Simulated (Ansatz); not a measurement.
Reaction (cleavage of the B–Si bond): `F[SiH2]B[SiH3]` + `OCS` → `[SiH3]BOCS` + `F[SiH3]`

Program: Ansatz. Geometries: PBE0-D4/def2-TZVP. ΔE: electronic, gas phase. CCSD(T)/CBS is the MP2 limit (def2-TZVPP, def2-QZVPP) plus CCSD(T) − MP2 in def2-TZVPP, frozen cores. This one scheme is used for every species. DFT in def2-TZVPP. One conformer a species, not always the lowest.

| level | ΔE (kcal/mol) |
| --- | --- |
| B2PLYP | -41.5 |
| PBE0 | -37.4 |

(1) What does CCSD(T)/CBS give? (An estimate is asked.)

Largest T1 diagnostic among the species: 0.014.

## Answers

(1) Ansatz gave: -39.6 kcal/mol. The listed levels differ from it by -1.9, 2.2 kcal/mol.
